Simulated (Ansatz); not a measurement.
Reactions of `NC[SiH2]F`.

Program: Ansatz. Geometries: PBE0-D4/def2-TZVP. ΔE: electronic, gas phase. CBS: MP2 limit from def2 TZ/QZ plus the TZ coupled-cluster correction, frozen cores. This one scheme is used for every species. Functionals use def2-TZVPP. One conformer a species, not always the lowest.

```csv
reaction,CCSD(T)/CBS(def2) (kJ/mol)
`NC[SiH2]F` + `OCO` → `OCO[SiH2]F` + CH₃NH₂,-113
`NC[SiH2]F` + H₂O → `NC[SiH2]O` + H–F,40
`NC[SiH2]F` + `N[SiH2][SiH3]` → `F[SiH2]N[SiH2][SiH3]` + CH₃NH₂,?
`NC[SiH2]F` + `N[Si](O)(O)F` → `O[Si](O)(F)N[SiH2]F` + CH₃NH₂,-85
```

Task: Fill in the missing values. (Best estimate.)

Result: The calculation gave: `NC[SiH2]F` + `N[SiH2][SiH3]` → `F[SiH2]N[SiH2][SiH3]` + CH₃NH₂: -89.3 kJ/mol.

Largest T1 diagnostic: 0.012, for `F[SiH2]N[SiH2][SiH3]`.
